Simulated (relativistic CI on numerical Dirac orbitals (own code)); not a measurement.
**Ligand-field terms of d5**

Computed with a parametric ligand-field model of a d^n configuration (Racah B and C, spin-orbit zeta, crystal field), exact diagonalisation.

Field parameters in Wybourne normalisation: D3d B²₀ = −7Dσ, B⁴₀ = −14Dq − 21Dτ, B⁴₃ = −14√(10/7) Dq; D4h B²₀ = −7Ds, B⁴₀ = 21(Dq − Dt), B⁴₄ = 21√(5/14) Dq; Oh B⁴₀ = 21Dq, B⁴₄ = √(5/14) B⁴₀. The field is a parameter set, without covalency.

(1) Ground term and bands for B = 570, C = 2880, ζ = 0 cm⁻¹, D4h, 10Dq = 36800, Ds = -1500, Dt = -180 cm⁻¹?

(2) Ground term and bands for B = 600, C = 2310, ζ = 0 cm⁻¹, Oh, 10Dq = 7250 cm⁻¹?

(3) Ground term and bands for B = 1040, C = 3730, ζ = 0 cm⁻¹, D4h, 10Dq = 9350, Ds = 1300, Dt = 730 cm⁻¹?

(4) Ground term and bands for B = 550, C = 1960, ζ = 0 cm⁻¹, D4h, 10Dq = 34450, Ds = -1500, Dt = 870 cm⁻¹?

(5) Ground term and bands for B = 640, C = 2270, ζ = 0 cm⁻¹, D3d, 10Dq = 14000, Dσ = 900, Dτ = -70 cm⁻¹?

## Answers

(1) Ground term 2E with 0.02 electrons in the two orbitals of the cubic e set. Spin-allowed: 2B2 3441 cm⁻¹ (2906 nm), 2E 34136 cm⁻¹ (293 nm), 2B1 34890 cm⁻¹ (287 nm), 2A2 35468 cm⁻¹ (282 nm). Lowest spin-forbidden: 4E 24004 cm⁻¹ (417 nm), 4B2 24100 cm⁻¹ (415 nm), 4A2 26568 cm⁻¹ (376 nm).

(2) Ground term 6A1 with 2.00 electrons in the two orbitals of the cubic e set. Spin-allowed: none. Lowest spin-forbidden: 4T1 11952 cm⁻¹ (837 nm), 2T2 14959 cm⁻¹ (668 nm), 4T2 15200 cm⁻¹ (658 nm). A high-spin d5 ion has no spin-allowed d-d band, hence its pale colour.

(3) Ground term 6A1 with 2.00 electrons in the two orbitals of the cubic e set. Spin-allowed: none. Lowest spin-forbidden: 4A2 22167 cm⁻¹ (451 nm), 4E 25155 cm⁻¹ (398 nm), 4B1 27083 cm⁻¹ (369 nm). A high-spin d5 ion has no spin-allowed d-d band, hence its pale colour.

(4) Ground term 2E with 0.02 electrons in the two orbitals of the cubic e set. Spin-allowed: 2B2 8491 cm⁻¹ (1178 nm), 2A2 24520 cm⁻¹ (408 nm), 2B1 25100 cm⁻¹ (398 nm), 2B2 26101 cm⁻¹ (383 nm). Lowest spin-forbidden: 4A2 17389 cm⁻¹ (575 nm), 4B2 20016 cm⁻¹ (500 nm), 4E 24858 cm⁻¹ (402 nm).

(5) Ground term 6A1 with 2.00 electrons in the two orbitals of the cubic e set. Spin-allowed: none. Lowest spin-forbidden: 2E 2304 cm⁻¹, 2A1 2955 cm⁻¹, 4E 5318 cm⁻¹ (1881 nm). A high-spin d5 ion has no spin-allowed d-d band, hence its pale colour.
